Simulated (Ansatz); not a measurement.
Stepwise reaction of `FCBCF` with water, as a gas-phase model of exchange steps in deposition or etching. ΔE in kJ/mol.

Computed with Ansatz on PBE0-D4/def2-TZVP structures; ΔE is electronic, products minus reactants. CBS: MP2 limit from def2 TZ/QZ plus the TZ coupled-cluster correction, frozen cores. This one scheme is used for every species. Functionals use def2-TZVPP. B3LYP here is the variant with VWN-RPA as its local correlation; programs differ in this. Each species was taken in one conformer, which may not be the lowest.

```
step                       reaction  PBE-D4  B3LYP-D4  ωB97M-V  CCSD(T)/CBS
   1  `FCBCF` + H₂O → `OBCF` + `CF`  -128.8    -136.5   -134.0       -133.1
   2    `OBCF` + H₂O → `OBO` + `CF`  -136.0    -142.3   -139.6       -137.6
```

Q: By hand: ΔE of the 2 steps together at CCSD(T)/CBS.

A: (-133.1) + (-137.6) = -270.7 kJ/mol, or -135.3 kJ/mol a step.

In ΔE the steps differ by no more than 4.5 kJ/mol. All are downhill at CCSD(T)/CBS. PBE-D4 differs from CCSD(T)/CBS by 1.6 to 4.3 kJ/mol a step. Isolated molecules leave out the surface, adducts and barriers. Largest T1 diagnostic: 0.013.
